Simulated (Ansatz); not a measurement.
## Which is lower?

The two ends of one reaction step of GaSiH$_{7}$O, closed shell (PBE0-D4/def2-TZVP).

A:

Ga1  (-0.777, 0.379, -1.578)
H2  (0.372, 1.047, -2.428)
H3  (-0.752, -1.192, -1.385)
H4  (-2.130, 1.148, -1.363)
H5  (0.813, 1.425, 0.321)
O6  (0.163, 0.719, 0.355)
Si7  (0.511, -0.621, 1.315)
H8  (1.130, -0.105, 2.562)
H9  (1.454, -1.526, 0.620)
H10  (-0.784, -1.273, 1.582)
(Å)

B:

```json
{"atom": "Ga1", "x (Å)": "-1.0439", "y (Å)": "0.1526", "z (Å)": "-1.1197"}
{"atom": "H2", "x (Å)": "1.0556", "y (Å)": "1.4228", "z (Å)": "-1.8418"}
{"atom": "H3", "x (Å)": "-0.4010", "y (Å)": "-0.9311", "z (Å)": "-2.0412"}
{"atom": "H4", "x (Å)": "-2.0770", "y (Å)": "1.2641", "z (Å)": "-1.4626"}
{"atom": "H5", "x (Å)": "0.7078", "y (Å)": "1.9857", "z (Å)": "-1.4866"}
{"atom": "O6", "x (Å)": "-0.6267", "y (Å)": "0.0622", "z (Å)": "0.6174"}
{"atom": "Si7", "x (Å)": "0.3585", "y (Å)": "-0.7869", "z (Å)": "1.5950"}
{"atom": "H8", "x (Å)": "1.4136", "y (Å)": "0.1006", "z (Å)": "2.1575"}
{"atom": "H9", "x (Å)": "1.0324", "y (Å)": "-1.8987", "z (Å)": "0.8614"}
{"atom": "H10", "x (Å)": "-0.4193", "y (Å)": "-1.3712", "z (Å)": "2.7205"}
```

Program: Ansatz 0.2.0. Basis: def2-TZVPP. Cores are frozen in the correlated methods. Filled d shells of the heavier atoms are correlated. The def2 sets are not built for correlating such inner shells, so the correlated values are less sure here. B3LYP uses VWN-RPA correlation.

**Question.** Which structure is lower at CCSD(T), and by how much? (An estimate is asked for; the value comes from the calculation.)

**Answer.** The calculation gives: B, by 16.2 kJ/mol (electronic energy, against the other). By their contacts, A is GaSiH₇O ([SiH3][OH][GaH3]) and B is a complex of GaSiH₅O ([SiH3][O][GaH2]) + H₂.

**Question.** Do the other methods give the same order? (Judge from chemistry; the calculation decides.)

**Answer.** Computed: Not all: SPW92 gives the other order.

| method | E(B) − E(A) (kJ/mol) |
| --- | --- |
| SPW92 | 3.2 |
| PBE-D4 | -15.5 |
| BLYP-D4 | -24.9 |
| r2SCAN-D4 | -16.5 |
| B97M-V | -8.8 |
| PBE0-D4 | -10.2 |
| B3LYP-D4 | -19.0 |
| r2SCAN0-D4 | -11.9 |
| BHLYP-D4 | -13.9 |
| CAM-B3LYP-D4 | -14.2 |
| wB97X-V | -14.1 |
| wB97M-V | -12.0 |
| B2PLYP | -21.6 |
| PBE-QIDH | -13.1 |
| RPA on PBE | -17.0 |
| HF | -17.3 |
| MP2 | -23.0 |
| CCSD | -14.6 |
| CCSD(T) | -16.2 |

T1 diagnostic: at most 0.014.

Labels in which every atom is bracketed show which atoms are joined, not bond orders.

For scale, one of the runs: CCSD(T)/def2-TZVPP, 219 basis functions, launched by `ansatz run in.yaml --threads 4 --pin off --events-out ev --progress --plain --max-ram 9574MiB`. Hardware: 4 CPU threads of an Arm Neoverse V1, shared host. Wall time 78 s; peak host memory 3.2 GiB.
